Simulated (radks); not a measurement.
Neutral helium, [He]. Calculated with a radial shooting solver on a logarithmic mesh with Libxc functionals: non-relativistic Kohn-Sham, r2SCAN, spin-polarised, spherical densities, point nucleus; meta-GGA in the generalised Kohn-Sham scheme. Every spin shell is full or empty, so the densities are truly spherical. Functionals are evaluated on that one density, not self-consistently. Rank these exchange functionals by their error against the exact value of the orbitals, and give that value: LDA, PBEsol, revPBE, RPBE, G96, APBE, revTPSS, MS2, MVS.

Answer. Exact: -1.02091 hartree. From best to worst, with 100 (|E| - |E exact|)/|E exact| (equal figures are ties): G96 +0.47, revTPSS +0.50, revPBE +0.51, MVS +0.65, APBE +0.66, RPBE +0.77, MS2 +0.79, PBEsol -5.47, LDA -13.71.
